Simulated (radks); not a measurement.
The numbers below are computed, except where a source is named.
Ionisation of Mo, [Kr] 4d5 5s1, to Mo+, [Kr] 4d5, under several functionals. Scalar-relativistic Kohn-Sham, spin-polarised, spherical densities, finite nucleus; open shells are filled with parallel spins first (spin-orbit coupling, left out, can overturn this in heavy ions); a radial shooting solver on a logarithmic mesh with Libxc functionals.

functional                                        E(Mo) (hartree)  Exc (hartree)  IE (eV)  -e(HOMO) (eV)  <r> HOMO (bohr)  IE error (eV)
exchange-only r2SCAN                                  -4047.26751     -122.03099    7.001          4.240            1.979         -0.091
LDA (Slater exchange, VWN5 correlation)               -4044.53009     -119.40922    7.716          4.673            1.975         +0.623
XLYP                                                  -4049.66981     -124.60320    7.296          4.275            1.974         +0.204
LDA (Slater exchange, Perdew-Zunger correlation)      -4044.50549     -119.38204    7.719          4.653            1.977         +0.626

NIST Atomic Spectra Database: 7.092 eV (measured). Closest: exchange-only r2SCAN. The Delta-SCF values span 0.72 eV, the total energies 5.16 hartree. The highest occupied level is 4d. Open shells are spherical and high-spin; term and fine-structure splittings are not resolved.
